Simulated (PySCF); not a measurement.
Excitations are Tamm–Dancoff values on a coarser integration grid. The basis has no diffuse functions, so Rydberg states are missing or too high.

**H3AlO2, SMILES `[OH][AlH][OH]` (H–O–Al–O torsion 0°, O–Al–O–H torsion 0°) (charge 0, multiplicity 1)**

Method: PySCF with TPSSh-D3(BJ)/def2-TZVP // B3LYP-D3(BJ)/def2-TZVP.

| Property | Value |
|---|---|
| HOMO | -8.12 eV |
| dipole moment | 2.47 D |
| LUMO | -0.41 eV |
| HOMO–LUMO gap | 7.71 eV |
| S1 excitation (TDA) | 7.07 eV |
| S1 oscillator strength | 0.000 |
| brightest of the four lowest singlets (TDA) | 7.61 eV |
| T1 excitation (TDA) | 6.77 eV |
| S1–T1 gap (TDA) | 0.30 eV |
| total energy | -10745.17 eV |
| cost | roughly 3 core-minutes |

```xyz
6

O     -1.4851    -0.2899     0.0341
Al    -0.0317     0.5827    -0.0138
O      1.5080    -0.1280    -0.0244
H     -1.5876    -1.2410     0.0590
H     -0.1168     2.1388    -0.0492
H      1.7132    -1.0626    -0.0056
```
